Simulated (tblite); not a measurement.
IIn, charge +1, doublet, geometry from GFN2-xTB (such geometries of metal compounds can be far from the true shape) (a state made from the parent by changing its charge; the spin is typed, not shown lowest); GFN1-xTB (tblite 0.6.0).

Input for tblite:
```
$ tblite run mol.xyz --method gfn1 --charge 1 --spin 1 --grad --json tblite.json --no-restart

# file mol.xyz
2

In    -0.00000000    -0.00000000    -1.69320062
I      0.00000000     0.00000000     1.56541190
```

### Question
Predict the main parts of the log of this tblite run.

### Answer

```
xTB calculator
 | screened Coulomb repulsion
 | Coulomb electrostatics
 |  * isotropic Klopman-Ohno-Mataga-Nishimoto electrostatics
 |  * onsite third-order electrostatics
 | DFT-D3(BJ) dispersion correction

halogen bonding energy    0.0000000000000E+00 Eh
repulsion energy          3.3192044163144E-04 Eh
dispersion energy        -5.2291630541474E-04 Eh
number of electrons       9.0000000000000E+00 e
integral cutoff           4.0000000000000E+01 bohr

------------------------------------------------------------
  cycle        total energy    energy error   density error
------------------------------------------------------------
      1     -4.984409102832  -4.9842181E+00   3.8616576E-01
      2     -5.063380779998  -7.8971677E-02   1.9671972E-01
      3     -5.063480168874  -9.9388876E-05   1.0811050E-01
      4     -5.063480003326   1.6554789E-07   5.6631597E-03
      5     -5.063484246562  -4.2432358E-06   1.1099512E-04
      6     -5.063484248520  -1.9588704E-09   1.9042212E-05
------------------------------------------------------------

electronic energy        -5.0632932526567E+00 Eh
total energy             -5.0634842485205E+00 Eh

Post processing:
 | Mayer-Wiberg bond orders

[Info] Tight-binding results written to 'tblite.txt'
[Info] JSON dump of results written to 'tblite.json'
```
